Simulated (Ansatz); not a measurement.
`F[C]1(F)[AlH][Se]1` at its PBE0-D4/def2-TZVP geometry, where that method's forces vanish. The species carries charge 0 and has multiplicity 1.

```csv
atom,x (Å),y (Å),z (Å)
F1,0.553,0.530,1.733
C2,0.241,0.579,0.430
F3,0.548,1.814,0.006
Al4,-0.056,-0.962,-0.715
Se5,-1.797,0.174,0.135
H6,0.511,-2.135,-1.589
```

Question: For each bond, give half the difference of the two atoms' forces along it (eV/Å; positive pushes the atoms apart) under PBE-D4, r2SCAN-D4, B3LYP-D4, ωB97M-V in def2-TZVPP. (Estimate.)

Answer: Computed: 
```json
{"bond": "F1–C2", "length (Å)": "1.341", "PBE-D4": "0.54", "r2SCAN-D4": "0.27", "B3LYP-D4": "0.32", "ωB97M-V": "0.28"}
{"bond": "C2–F3", "length (Å)": "1.341", "PBE-D4": "0.54", "r2SCAN-D4": "0.27", "B3LYP-D4": "0.32", "ωB97M-V": "0.28"}
{"bond": "C2–Al4", "length (Å)": "1.942", "PBE-D4": "-0.16", "r2SCAN-D4": "-0.18", "B3LYP-D4": "-0.09", "ωB97M-V": "-0.16"}
{"bond": "C2–Se5", "length (Å)": "2.100", "PBE-D4": "0.28", "r2SCAN-D4": "0.23", "B3LYP-D4": "0.19", "ωB97M-V": "-0.25"}
{"bond": "Al4–Se5", "length (Å)": "2.246", "PBE-D4": "0.37", "r2SCAN-D4": "0.13", "B3LYP-D4": "0.27", "ωB97M-V": "-0.02"}
{"bond": "Al4–H6", "length (Å)": "1.569", "PBE-D4": "-0.04", "r2SCAN-D4": "-0.02", "B3LYP-D4": "-0.16", "ωB97M-V": "-0.16"}
```

B3LYP here is the variant with VWN-RPA as its local correlation; programs differ in this.
